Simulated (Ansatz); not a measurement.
System: C₆H₁₁, charge 0, multiplicity 2. It need not be the lowest isomer of its formula. 
Structure (B3LYP-D3(BJ)/def2-TZVP (Ansatz, a program for electronic structure) minimum search):
```xyz
17

C      2.5119    -0.1274    -0.0588
C      1.2425    -0.6249    -0.2433
C      0.0549     0.0997    -0.2636
C      0.0325     1.5865    -0.0826
C     -1.2624    -0.5989    -0.4076
C     -2.1321    -0.5179     0.8569
H      3.3699    -0.7843    -0.0639
H      2.7012     0.9257     0.0980
H      1.1496    -1.6989    -0.3830
H     -0.8795     2.0191    -0.4982
H      0.8851     2.0677    -0.5642
H      0.0661     1.8639     0.9774
H     -1.8209    -0.1532    -1.2404
H     -1.0969    -1.6474    -0.6650
H     -2.3473     0.5178     1.1250
H     -1.6256    -0.9847     1.7037
H     -3.0850    -1.0282     0.7049
```
Charge 0, spin multiplicity 2.

Dipole moments at this geometry, in debye (magnitudes).

```
level                 program  dipole (D)
--------------------  -------  ----------
SVWN5/def2-TZVPD       Ansatz        0.90
revPBE/def2-TZVPD      Ansatz        0.79
r2SCAN/def2-TZVPD      Ansatz        0.73
B97M-V/def2-TZVPD      Ansatz        0.74
B3LYP/def2-TZVPD       Ansatz        0.75
PBE0/def2-TZVPD        Ansatz        0.74
BHLYP/def2-TZVPD       Ansatz        0.67
r2SCANh/def2-TZVPD     Ansatz        0.71
HSE06/def2-TZVPD       Ansatz        0.74
CAM-B3LYP/def2-TZVPD   Ansatz        0.74
LC-wPBE/def2-TZVPD     Ansatz        0.71
wB97M-V/def2-TZVPD     Ansatz        0.76
wB97X-V/def2-TZVPD     Ansatz        0.74
CCSD(T)/aug-cc-pVDZ    Ansatz           ?
```

Question: What belongs in the gaps?

Answer: 
- CCSD(T)/aug-cc-pVDZ, dipole (D): 0.65
